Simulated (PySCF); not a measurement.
CdGeH4S. Atoms are numbered in the order given.

```xyz
7

Cd     0.1486     0.2485    -0.4105
S      0.8921     1.4474    -2.3421
H      2.0483     1.8304    -1.7479
Ge    -0.6552    -1.0308     1.6444
H     -0.6909    -2.5547     1.3892
H      0.2817    -0.7845     2.8493
H     -2.0768    -0.5948     2.0660
```

Coordinates come from a B3LYP-D3(BJ)/def2-SVP optimisation. The structure was generated by enumeration; whether it is a known compound was not checked. The def2 effective core potentials stand for the cores of Cd; spin–orbit coupling is left out. One conformer was computed; it need not be the lowest.

The numbers are results of PBE0/def2-TZVPD (PySCF), not measurements.

Mulliken values depend strongly on the basis, most of all with diffuse functions as here. ESP charges are fitted to the potential on shells at 1.4 to 2.0 van der Waals radii. Atomic charges (e):

| atom | ESP fit | Mulliken |
|---|---|---|
| Cd1 | 0.49 | 0.56 |
| S2 | [?] | -0.63 |
| H3 | [?] | 0.19 |
| Ge4 | -0.21 | -0.33 |
| H5 | [?] | 0.07 |
| H6 | [?] | 0.07 |
| H7 | [?] | 0.07 |

Q: Complete the blanks. (The exact figures need the calculation; the answer reports its results.)

A: 
- S2, ESP fit: -0.45
- H3, ESP fit: 0.13
- H5, ESP fit: 0.02
- H6, ESP fit: 0.00
- H7, ESP fit: 0.02
